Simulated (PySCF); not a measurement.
acetylene (C2H2), singlet, geometry from GFN2-xTB; PBE0/cc-pVTZ (PySCF).

PySCF was given this input:
```python
from pyscf import gto, scf, dft

mol = gto.Mole()
mol.atom = '''
    C    -0.000000   -0.000000   -0.596862
    C     0.000000    0.000000    0.596862
    H     0.000000    0.000000    1.646575
    H    -0.000000   -0.000000   -1.646575
'''
mol.basis = 'cc-pvtz'
mol.charge = 0
mol.spin = 0
mol.verbose = 4
mol.build()

mf = dft.RKS(mol)
mf.xc = 'pbe0'
mf.kernel()
```

What the program printed (banner, timings and long lists left out):

```
PySCF version 2.14.0

[INPUT] verbose = 4
[INPUT] num. atoms = 4
[INPUT] num. electrons = 14
[INPUT] charge = 0
[INPUT] spin (= nelec alpha-beta = 2S) = 0
[INPUT] symmetry False subgroup None
[INPUT] Mole.unit = angstrom
[INPUT] Symbol           X                Y                Z      unit          X                Y                Z       unit  Magmom
[INPUT]  1 C      0.000000000000   0.000000000000  -0.596862000000 AA    0.000000000000   0.000000000000  -1.127905714160 Bohr   0.0
[INPUT]  2 C      0.000000000000   0.000000000000   0.596862000000 AA    0.000000000000   0.000000000000   1.127905714160 Bohr   0.0
[INPUT]  3 H      0.000000000000   0.000000000000   1.646575000000 AA    0.000000000000   0.000000000000   3.111575793556 Bohr   0.0
[INPUT]  4 H      0.000000000000   0.000000000000  -1.646575000000 AA    0.000000000000   0.000000000000  -3.111575793556 Bohr   0.0

nuclear repulsion = 24.9993989035124
number of shells = 30
number of NR pGTOs = 116
number of NR cGTOs = 88
basis = cc-pvtz
ecp = {}

******** <class 'pyscf.dft.rks.RKS'> ********
method = RKS
initial guess = minao
damping factor = 0
level_shift factor = 0
DIIS = <class 'pyscf.scf.diis.CDIIS'>
diis_start_cycle = 1
diis_space = 8
diis_damp = 0
SCF conv_tol = 1e-09
SCF conv_tol_grad = None
SCF max_cycles = 50
direct_scf = True
direct_scf_tol = 1e-13
XC library pyscf.dft.libxc version 7.1.2
    S. Lehtola, C. Steigemann, M. J. T. Oliveira, and M. A. L. Marques,  SoftwareX 7, 1–5 (2018)
XC functionals = pbe0
    C. Adamo and V. Barone,  J. Chem. Phys. 110, 6158 (1999)
    M. Ernzerhof and G. E. Scuseria,  J. Chem. Phys. 110, 5029 (1999)
radial grids:
    Treutler-Ahlrichs [JCP 102, 346 (1995); DOI:10.1063/1.469408] (M4) radial grids

becke partition: Becke, JCP 88, 2547 (1988); DOI:10.1063/1.454033
pruning grids: <function nwchem_prune>
grids dens level: 3
symmetrized grids: False
atomic radii adjust function: <function treutler_atomic_radii_adjust>
small_rho_cutoff = 0
Set gradient conv threshold to 3.16228e-05
Initial guess from minao.
tot grids = 47856
init E= -77.3680773355746
  HOMO = -0.350728126991118  LUMO = -0.0294922350391721  gap/eV = 8.74127
cycle= 1 E= -77.2282371339953  delta_E= 0.14  |g|= 0.325  |ddm|= 1.43
  HOMO = -0.246163081150352  LUMO = 0.0753054572799065  gap/eV = 8.74760
cycle= 2 E= -77.2341513025884  delta_E= -0.00591  |g|= 0.281  |ddm|= 0.307
  HOMO = -0.312054148425849  LUMO = 0.0346552823116401  gap/eV = 9.43444
cycle= 3 E= -77.2544962787449  delta_E= -0.0203  |g|= 0.0122  |ddm|= 0.148
  HOMO = -0.309263868675158  LUMO = 0.0375762209086361  gap/eV = 9.43800
cycle= 4 E= -77.2545322008862  delta_E= -3.59e-05  |g|= 0.00162  |ddm|= 0.00864
  HOMO = -0.309504363608172  LUMO = 0.0372663599823599  gap/eV = 9.43611
cycle= 5 E= -77.2545327137026  delta_E= -5.13e-07  |g|= 7.99e-05  |ddm|= 0.00116
  HOMO = -0.309480477018997  LUMO = 0.0372843701295695  gap/eV = 9.43595
cycle= 6 E= -77.2545327155256  delta_E= -1.82e-09  |g|= 2.34e-06  |ddm|= 9.77e-05
  HOMO = -0.309480712708916  LUMO = 0.0372840146636499  gap/eV = 9.43595
cycle= 7 E= -77.2545327155272  delta_E= -1.62e-12  |g|= 2.78e-07  |ddm|= 4.59e-06
  HOMO = -0.309480752544544  LUMO = 0.0372840169882837  gap/eV = 9.43595
Extra cycle  E= -77.2545327155276  delta_E= -3.41e-13  |g|= 1.37e-07  |ddm|= 3.32e-07
converged SCF energy = -77.2545327155276
```
